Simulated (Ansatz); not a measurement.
Cost and result up the ladder for (KH)3 ring (K3H3) (6 atoms). The state is a singlet with charge 0. Geometry: r2SCAN-D4/def2-TZVP.

```xyz
6

K     2.0476   -0.8090    1.1962
H     0.0055   -0.1644    2.4257
K    -2.0420    0.6395    1.3037
H    -1.9868    0.7855   -1.1607
K    -0.0055    0.1696   -2.4998
H     1.9812   -0.6213   -1.2651
```

Ansatz on 4 threads of Intel Xeon on a shared host. Times are rough, and most runs start from the orbitals of an earlier one. CAM-B3LYP-D4/def2-TZVP serves as the yardstick here, not as an exact answer. Differences are given only for rows in sets of like size (and for xTB, whose basis is part of the method), since another set adds its own error. Binding counts from free atoms at the same level (K doublet, H doublet; other spins of the atoms weren't run), without zero-point energy or a counterpoise term.

The 6-31G sets use Cartesian d functions. LC-ωPBE has ω = 0.4 bohr⁻¹. B3LYP takes the VWN-RPA correlation. HSE06 is defined as in plane-wave codes, on full-range PBE exchange. Correlated methods freeze 15 core orbitals; core or outer-core shells of K are correlated, in sets that lack core-valence functions.

Correlated methods converge slowly with the basis.

```
                            level  functions  wall time  binding energy per atom (eV)  difference from CAM-B3LYP-D4/def2-TZVP (eV)
                        HF/STO-3G         42      1.9 s                          1.02                                            –
            LDA (SPW92)/def2-TZVP        117        6 s                          1.50                                         0.04
                         HF/6-31G         93      6.5 s                          0.92                                            –
                    MP2/def2-TZVP        117        8 s                          1.18                                        -0.28
                 PBE-D4/def2-TZVP        117        8 s                          1.36                                        -0.09
                  PBE-D4/def2-SVP         87        9 s                          1.35                                            –
                 PBE0-D4/def2-SVP         87      9.6 s                          1.35                                            –
                LC-ωPBE/def2-TZVP        117       11 s                          1.41                                        -0.05
               HSE06-D4/def2-TZVP        117       12 s                          1.35                                        -0.11
           CAM-B3LYP-D4/def2-TZVP        117       13 s                          1.46                                         0.00
                   B3LYP-D4/6-31G         93       14 s                          1.45                                            –
                PBE0-D4/def2-TZVP        117       15 s                          1.36                                        -0.10
r2SCAN-D4/def2-TZVP (with forces)        117       16 s                          1.40                                        -0.05
                 B97M-V/def2-TZVP        117       24 s                          1.50                                         0.04
```
